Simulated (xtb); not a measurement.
xtb job for SiCl₂, SMILES Cl[Si]Cl (connectivity only; charge and spin as stated), neutral, multiplicity 1, GFN2-xTB. 

```
$ xtb mol.xyz --gfn 2 --sp --chrg 0 --uhf 0 --json
$ cat mol.xyz
3

Si    -0.00000000     0.00000001     0.92430447
Cl    -0.00000000     1.58409704    -0.38059596
Cl     0.00000000    -1.58409704    -0.38059595
```

Program output:

```
[banner left out]
          |                Calculation Setup                |
           -------------------------------------------------



           -------------------------------------------------
          |                 G F N 2 - x T B                 |
           -------------------------------------------------

        Reference                      10.1021/acs.jctc.8b01176
      * Hamiltonian:
        H0-scaling (s, p, d)           1.850000    2.230000    2.230000
        zeta-weighting                 0.500000
      * Dispersion:
        s8                             2.700000
        a1                             0.520000
        a2                             5.000000
        s9                             5.000000
      * Repulsion:
        kExp                           1.500000    1.000000
        rExp                           1.000000
      * Coulomb:
        alpha                          2.000000
        third order                    shell-resolved
        anisotropic                    true
        a3                             3.000000
        a5                             4.000000
        cn-shift                       1.200000
        cn-exp                         4.000000
        max-rad                        5.000000


          ...................................................
          :                      SETUP                      :
          :.................................................:
          :  # basis functions                  30          :
          :  # atomic orbitals                  27          :
          :  # shells                            9          :
          :  # electrons                        18          :
          :  max. iterations                   250          :
          :  Hamiltonian                  GFN2-xTB          :
          :  restarted?                      false          :
          :  GBSA solvation                  false          :
          :  PC potential                    false          :
          :  electronic temp.          300.0000000     K    :
          :  accuracy                    1.0000000          :
          :  -> integral cutoff          0.2500000E+02      :
          :  -> integral neglect         0.1000000E-07      :
          :  -> SCF convergence          0.1000000E-05 Eh   :
          :  -> wf. convergence          0.1000000E-03 e    :
          :  Broyden damping             0.4000000          :
          :  net charge                          0          :
          :  unpaired electrons                  0          :
          ...................................................

 iter      E             dE          RMSdq      gap      omega  full diag
   1    -10.8663670 -0.108664E+02  0.125E+01    2.86       0.0  T
   2    -10.8814179 -0.150509E-01  0.929E+00    2.67       1.0  T
   3    -10.8843301 -0.291220E-02  0.411E+00    2.51       1.0  T
   4    -10.8845960 -0.265894E-03  0.154E+00    2.75       1.0  T
   5    -10.8820827  0.251335E-02  0.190E+00    2.55       1.0  T
   6    -10.8835364 -0.145378E-02  0.150E+00    2.89       1.0  T
   7    -10.8859292 -0.239280E-02  0.405E-01    2.71       1.0  T
   8    -10.8860945 -0.165272E-03  0.103E-01    2.74       1.0  T
   9    -10.8860998 -0.523778E-05  0.596E-02    2.75       1.0  T
  10    -10.8861035 -0.379566E-05  0.240E-02    2.75       2.4  T
  11    -10.8861043 -0.750662E-06  0.806E-03    2.75       7.2  T
  12    -10.8861044 -0.539964E-07  0.279E-03    2.75      20.7  T
  13    -10.8861044 -0.720593E-08  0.201E-03    2.75      28.7  T
  14    -10.8861044 -0.474649E-08  0.921E-04    2.75      62.7  T
  15    -10.8861044 -0.116332E-08  0.245E-05    2.75    2353.3  T

   *** convergence criteria satisfied after 15 iterations ***

         #    Occupation            Energy/Eh            Energy/eV
      -------------------------------------------------------------
         1        2.0000           -1.0614323             -28.8830
       ...           ...                  ...                  ...
         3        2.0000           -0.6371340             -17.3373
         4        2.0000           -0.4678980             -12.7322
         5        2.0000           -0.4524704             -12.3123
         6        2.0000           -0.4485247             -12.2050
         7        2.0000           -0.4366588             -11.8821
         8        2.0000           -0.4268439             -11.6150
         9        2.0000           -0.3810776             -10.3696 (HOMO)
        10                         -0.2798992              -7.6164 (LUMO)
        11                         -0.2067922              -5.6271
        12                         -0.1665161              -4.5311
        13                         -0.0568233              -1.5462
        14                         -0.0311272              -0.8470
       ...                                ...                  ...
        27                          0.6926258              18.8473
      -------------------------------------------------------------
                  HL-Gap            0.1011785 Eh            2.7532 eV
             Fermi-level           -0.3304884 Eh           -8.9930 eV

 SCC (total)                   0 d,  0 h,  0 min,  0.019 sec
 SCC setup                      ...        0 min,  0.000 sec (  0.799%)
 Dispersion                     ...        0 min,  0.000 sec (  0.480%)
 classical contributions        ...        0 min,  0.000 sec (  0.138%)
 integral evaluation            ...        0 min,  0.001 sec (  7.911%)
 iterations                     ...        0 min,  0.015 sec ( 78.718%)
 molecular gradient             ...        0 min,  0.002 sec ( 11.199%)
 printout                       ...        0 min,  0.000 sec (  0.659%)

         :::::::::::::::::::::::::::::::::::::::::::::::::::::
         ::                     SUMMARY                     ::
         :::::::::::::::::::::::::::::::::::::::::::::::::::::
         :: total energy             -10.875761625768 Eh    ::
         :: gradient norm              0.000126257595 Eh/a0 ::
         :: HOMO-LUMO gap              2.753206178794 eV    ::
         ::.................................................::
         :: SCC energy               -10.886104338315 Eh    ::
         :: -> isotropic ES            0.016115185632 Eh    ::
         :: -> anisotropic ES         -0.004886477424 Eh    ::
         :: -> anisotropic XC         -0.008513269799 Eh    ::
         :: -> dispersion             -0.002342359170 Eh    ::
         :: repulsion energy           0.010342712547 Eh    ::
         :: add. restraining           0.000000000000 Eh    ::
         :: total charge              -0.000000000000 e     ::
         :::::::::::::::::::::::::::::::::::::::::::::::::::::

           -------------------------------------------------
          |                Property Printout                |
           -------------------------------------------------

    * Orbital Energies and Occupations

         #    Occupation            Energy/Eh            Energy/eV
      -------------------------------------------------------------
         1        2.0000           -1.0614323             -28.8830
         2        2.0000           -1.0492167             -28.5506
         3        2.0000           -0.6371340             -17.3373
         4        2.0000           -0.4678980             -12.7322
         5        2.0000           -0.4524704             -12.3123
         6        2.0000           -0.4485247             -12.2050
         7        2.0000           -0.4366588             -11.8821
         8        2.0000           -0.4268439             -11.6150
         9        2.0000           -0.3810776             -10.3696 (HOMO)
Note: The following floating-point exceptions are signalling: IEEE_UNDERFLOW_FLAG IEEE_DENORMAL
normal termination of xtb
        10                         -0.2798992              -7.6164 (LUMO)
        11                         -0.2067922              -5.6271
        12                         -0.1665161              -4.5311
        13                         -0.0568233              -1.5462
        14                         -0.0311272              -0.8470
        15                         -0.0254521              -0.6926
        16                          0.0128026               0.3484
        17                          0.0164167               0.4467
        18                          0.0199184               0.5420
        19                          0.0200449               0.5454
        20                          0.0200994               0.5469
       ...                                ...                  ...
        27                          0.6926258              18.8473
      -------------------------------------------------------------
                  HL-Gap            0.1011785 Eh            2.7532 eV
             Fermi-level           -0.3304884 Eh           -8.9930 eV

     #   Z          covCN         q      C6AA      α(0)
     1  14 Si       1.605     0.473   182.745    28.764
     2  17 Cl       0.819    -0.237   106.554    15.791
     3  17 Cl       0.819    -0.237   106.554    15.791

 Mol. C6AA /au·bohr⁶  :       1139.804874
 Mol. C8AA /au·bohr⁸  :      59853.953722
 Mol. α(0) /au        :         60.346071


Wiberg/Mayer (AO) data.
largest (>0.10) Wiberg bond orders for each atom

 ---------------------------------------------------------------------------
     #   Z sym  total        # sym  WBO       # sym  WBO       # sym  WBO
 ---------------------------------------------------------------------------
     1  14 Si   2.427 --     2 Cl   1.213     3 Cl   1.213
     2  17 Cl   1.260 --     1 Si   1.213
     3  17 Cl   1.260 --     1 Si   1.213
 ---------------------------------------------------------------------------

Topologies differ in total number of bonds
Writing topology from bond orders to xtbtopo.mol

molecular dipole:
                 x           y           z       tot (Debye)
 q only:        0.000       0.000       1.167
   full:       -0.000       0.000       0.048       0.123
molecular quadrupole (traceless):
                xx          xy          yy          xz          yz          zz
 q only:        1.521       0.000      -4.841       0.000       0.000       3.320
  q+dip:        1.861       0.000      -2.244       0.000       0.000       0.383
   full:        3.765       0.000      -2.110       0.000       0.000      -1.654


           -------------------------------------------------
          | TOTAL ENERGY              -10.875761625768 Eh   |
          | GRADIENT NORM               0.000126257595 Eh/α |
          | HOMO-LUMO GAP               2.753206178794 eV   |
           -------------------------------------------------

------------------------------------------------------------------------
------------------------------------------------------------------------
 total:
 SCF:
```

The calculation finished and met its thresholds.
